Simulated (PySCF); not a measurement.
**Calculated properties of `F[C@H]1C[C@H](OCO1)F`**

C₄H₆F₂O₂.
Cartesian coordinates in Å at the PBE0-D3(BJ)/def2-SVP level; atoms count from 1:
```xyz
14
C4H6F2O2 angstrom
F     -0.3217   -1.5739    1.2397
C      0.2525   -1.2830    0.0273
C      1.1811   -0.0900    0.1805
C      0.3988    1.2081    0.2857
F     -0.1522    1.3082    1.5388
O     -0.5928    1.2717   -0.6736
C     -1.4334    0.1513   -0.6685
O     -0.7288   -1.0341   -0.9125
H      0.7889   -2.1830   -0.3118
H      1.8131   -0.0341   -0.7183
H      1.8303   -0.2191    1.0570
H      1.0392    2.0907    0.1318
H     -2.1443    0.2785   -1.4926
H     -1.9626    0.0824    0.2974
```

Among its groups: ether and C–F bond.

PBE0-D3(BJ)/def2-SVP geometry optimisation, gas phase (PySCF):

```yaml
Point_group: Cs
Rotational_constants_A_B_C: 2.921, 2.241, 1.755 GHz
```

CAM-B3LYP/def2-SVPD ground state and vertical TDDFT (core frozen in the response) (PySCF):

```yaml
Dipole_moment: 2.22 D
HOMO_energy: -10.07 eV
LUMO_energy: 1.03 eV
HOMO–LUMO_gap: 11.10 eV
Lowest_singlet_excitation: 8.11 eV (153 nm, f = 0.001)
Strongest_line_among_the_6_lowest_singlet_transitions: S3 at 9.05 eV (137 nm, f = 0.033)
Static_isotropic_polarisability: 54.5 au
Electronic_spatial_extent_⟨r²⟩_about_the_centre_of_nuclear_charge: 759 bohr²
```

Monoisotopic mass (most abundant isotopes): 124.0336 u.

With B = h/(8π²I), that is 505.379 GHz u Å² over I, the principal moments of inertia are 173.0, 225.5 and 288.0 u Å² (most abundant isotopes); the inertial defect Ic − Ia − Ib is -110.5 u Å² (zero for a rigid planar frame, negative otherwise). No computed singlet falls in the visible range (750 to 380 nm, 1.65 to 3.26 eV); S1 lies 4.85 eV above its blue end. S1 lies 2.99 eV below the HOMO–LUMO gap; its leading configuration is HOMO→LUMO, weight 0.93. The rotational constants make it an asymmetric top with κ = (2B − A − C)/(A − C) = -0.17, nearer the prolate limit (−1). In atomic units the dipole is 0.87 e·bohr (1 au = 2.5417 D). The largest Löwdin shares of the HOMO are 0.26 on O6, 0.26 on O8 and 0.12 on C3. The principal polarisabilities are 50.6, 55.2 and 57.6 au; their mean is the isotropic value.

One conformer stands for the species.
